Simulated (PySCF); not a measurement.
Computed magnetic data of one metal complex (SC-NEVPT2 in the d shell, PySCF, with spin-orbit coupling):

```csv
T / K,χT / cm³ K mol⁻¹,μeff / μB
2,2.703,4.65
5,2.705,4.65
10,2.708,4.65
20,2.715,4.66
30,2.721,4.67
50,2.735,4.68
75,2.751,4.69
100,2.768,4.71
150,2.801,4.73
200,2.834,4.76
250,2.867,4.79
300,2.900,4.82
```

Powder magnetisation at 2 K: 1.16 μB at 0.5 T, 2.06 μB at 1 T, 3.02 μB at 2 T, 3.37 μB at 3 T, 3.56 μB at 5 T, 3.60 μB at 7 T.

Problem. Which of these complexes, all computed at model or optimised geometries, gave the data?
A. [CrF6]3- (d3, octahedral)
B. [CoBr3]- (d7, trigonal planar)
C. [CoI4]2- (d7, tetrahedral)
D. CoCl2 (d7, linear)

Solution. C. [CoI4]2- (d7, tetrahedral) has NEVPT2: 2S+1 = 4, 4.82 μB at 300 K, 4.65 μB at 10 K, 3.60 μB at 7 T. The others: CoCl2 (d7, linear) has NEVPT2: 2S+1 = 4, 6.41 μB at 300 K, 6.08 μB at 10 K, 3.11 μB at 7 T; [CrF6]3- (d3, octahedral) has NEVPT2: 2S+1 = 4, 3.84 μB at 300 K, 3.81 μB at 10 K, 2.93 μB at 7 T; [CoBr3]- (d7, trigonal planar) has NEVPT2: 2S+1 = 4, 6.01 μB at 300 K, 4.73 μB at 10 K, 2.78 μB at 7 T.

On [CoI4]2-: No frequencies were computed for the optimised geometry.
